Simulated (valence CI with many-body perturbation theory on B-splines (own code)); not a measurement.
Values are calculated unless marked as measured or tabulated.
## Kr XXIII: magnetic and hyperfine properties of the levels

Level of theory: relativistic CI+MBPT: four valence electrons over a frozen Dirac-Fock core [Ne], a basis of 11 s, 11 p, 10 d, 8 f, 5 g, 2 h functions for each j, with the one-electron correlation potential Σ1, the two-electron term Σ2, the three-electron term Σ3, Breit, model QED; selected CI, second order for the rest, scaled by the run's own slope (own B-spline code, finite nucleus).

No measured spectrum was set against this ion. As an estimate, levels of excited configurations hold to 0.05 to 0.15 % of their energy, terms of the ground configuration to about 0.5 %. Among the levels kept, up to 780 cm⁻¹ of a level comes from second order outside the variational space, and about a tenth of that is noise between levels of different J, which matters for small intervals.

A/g_I is the dipole constant over the nuclear g factor μ/I (μ in nuclear magnetons, uniformly magnetised nucleus), B/Q the quadrupole constant per barn. Both hold the static response of the core; the bare values leave it out. Large factors of s and p1/2 electrons are usually good to 5 to 10 %; those of open d and f shells near neutrality can be off by tens of per cent, and small factors of p3/2, d and f electrons come from cancelling terms and can be off by a factor of two or in sign, in half-filled shells by more. B is blank for J = 1/2, where it vanishes, and for nearly pure S terms. Energies count from the lowest level. Levels with J = 0 are left out.

Names give the largest LS component (configuration and term), which can be under half, so a name can repeat, a term be missing and a line seem to break the LS rules; names also repeat where a configuration has a term twice. Letters in brackets count levels of one name in rising energy.

```
              Level  E (eV)      g  A/g_I (MHz)  A/g_I bare  B/Q (MHz/b)  B/Q bare
       3s2 3p2 3P_1    8.47  1.499        -1500        -816        14900     14500
       3s2 3p2 3P_2   11.71  1.296        31900       31200         5330      5180
       3s2 3p2 1D_2   23.01  1.200        19400       19100        24300     23600
       3s 3p3 5S°_2   58.01  1.931        75700       74000         3620      3520
       3s 3p3 3D°_1   71.20  0.697       -37400      -35700        22300     21700
       3s 3p3 3D°_2   72.33  1.274        51800       50200        33300     32400
       3s 3p3 3D°_3   75.64  1.331        68200       66000        -3510     -3360
   3s 3p3 3P°_2 [a]   84.24  1.215        26400       26000       -28000    -27100
       3s 3p3 3P°_1   84.45  1.349        80300       77700       -23800    -23100
   3s 3p3 3P°_2 [b]   92.10  1.166        55700       53900       -15500    -15000
    3s2 3p 3d 3F°_2   97.45  0.756        23000       22400        14700     14600
       3s 3p3 3S°_1   97.48  1.602        -9680       -7880         1080      1060
    3s2 3p 3d 3F°_3  100.83  1.090        16500       16400        18700     18600
3s2 3p 3d 3P°_2 [a]  108.23  1.301         6050        6460         8770      8810
    3s2 3p 3d 3F°_4  108.49  1.248         8160        8400        36000     35500
3s2 3p 3d 3P°_1 [a]  108.55  1.130        -6200       -5140         4350      4310
    3s2 3p 3d 3D°_1  110.29  1.011       -27200      -25400          122       206
    3s2 3p 3d 3D°_2  116.40  1.057         6000        6310        -6080     -5780
    3s2 3p 3d 3D°_3  117.87  1.292        15400       15500        -8500     -8030
3s2 3p 3d 3P°_1 [b]  118.60  1.220         5260        5860       -15100    -14800
3s2 3p 3d 3P°_2 [b]  120.15  1.288        22400       22200       -20900    -20300
    3s2 3p 3d 1F°_3  127.37  1.029        11200       11200        29800     29500
    3s2 3p 3d 1P°_1  131.23  0.976        -1900       -1370         4540      4580
           3p4 3P_2  140.56  1.382        26700       26700         1110      1170
     3s 3p2 3d 5F_1  143.71  0.149       -50300      -48300          459       629
     3s 3p2 3d 5F_2  145.37  1.080        15800       15800         7540      7530
     3s 3p2 3d 5F_3  147.84  1.311        31200       30700        14000     14000
           3p4 3P_1  149.33  1.417        22800       22900        -9470     -9240
           3p4 1D_2  151.77  1.151        41300       40300       -32600    -31700
     3s 3p2 3d 5F_4  152.02  1.364        33200       32600        13600     13600
     3s 3p2 3d 5D_3  153.50  1.357        45100       44100       -16500    -16000
     3s 3p2 3d 5D_1  153.54  1.458        27300       27300       -14900    -14600
     3s 3p2 3d 5D_2  153.60  1.283        25600       25500       -21500    -20900
     3s 3p2 3d 5D_4  155.77  1.395        45500       44500         8900      8780
```

(1) Take the isotope of mass number 83, with I = 9/2, μ = -0.97073 μN and Q = 0.259 b. What is the hyperfine structure of 3s2 3p2 3P_2?

Results:

(1) From the table A = -6880 MHz, B = 1380 MHz. Shifts from the centre of gravity in MHz: F = 5/2: 76300, F = 7/2: 51600, F = 9/2: 20200, F = 11/2: -17600, F = 13/2: -61600.
